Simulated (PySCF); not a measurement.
allyl radical (C₃H₅), SMILES C=C[CH2], multiplicity 2.

Coordinates come from a ωB97X-D3(BJ)/def2-TZVP optimisation.

Level of theory: ωB97X/def2-TZVPD run with PySCF.

Estimate the frontier levels, dipole moment and polarisability. (An estimate is asked for; the answer gives what the named calculation found.)


```yaml
"α spin, highest occupied and lowest empty level": -8.10 and 2.25 eV
"β spin, highest occupied and lowest empty level": -10.73 and 0.05 eV
dipole_moment: 0.04 D
quadrupole, principal values (traceless, Buckingham form, about the centre of nuclear charge): -4.57, 2.08, 2.49 D·Å
mean_static_polarisability: 41.4 bohr³ (6.14 Å³)
polarisability_principal_values: 29.9, 36.7, 57.7 bohr³
"⟨S²⟩": 0.800 (pure state 0.75)
```
